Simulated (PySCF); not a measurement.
Atoms are numbered as in `[CH3:1][CH2:2][P:3]([CH2:4][CH3:5])[CH2:6][CH3:7]` (H(Xn): hydrogen on atom n).

GIAO PBE0/pcSseg-1 shifts (PySCF 2.14, gas phase, non-relativistic, equivalent atoms averaged), each against references optimised in the same way as the molecule (TMS, H3PO4).

On the GFN2-xTB geometry: C2/C4/C6 27.8, C1/C5/C7 12.4, P3 -38.0, H(C2)/H(C4)/H(C6) 1.31, H(C1)/H(C5)/H(C7) 1.16 ppm.

Question: What changes on the PBE0-D3(BJ)/def2-SVP geometry?

Answer: 
```csv
atoms,δ (ppm),change
C2/C4/C6,25.2,-2.6
C1/C5/C7,11.6,-0.8
P3,-40.3,-2.3
H(C2)/H(C4)/H(C6),1.11,-0.20
H(C1)/H(C5)/H(C7),1.06,-0.10
```

Bonds between heavy atoms that differ most (equivalent bonds averaged): C2–P3 1.867 → 1.861 Å. Mean change of bonds to hydrogen: C–H +0.012 Å.
